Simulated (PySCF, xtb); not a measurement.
Si(F)2(Br)(NH2) (BrF2H2NSi), SMILES N[Si](F)(F)Br. Other conformers were not sampled.

Harmonic wavenumbers (cm⁻¹) from GFN2-xTB (xtb 6.7.1) at its own minimum, in rising order: 94, 148, 178, 224, 235, 241, 396, 462, 770, 829, 939, 1008, 1489, 3508, 3544.

Q: What does PySCF 2.14.0 with PBE-D3(BJ)/def2-SVP give at its own minimum? (Estimate from the structure and the level; the computed values follow.)

A: 75, 171, 218, 260, 300, 304, 379, 470, 785, 797, 945, 973, 1484, 3503, 3600. Paired by order, the mean absolute difference is 28 cm⁻¹ and the zero-point energies are 20.1 and 20.4 kcal/mol.
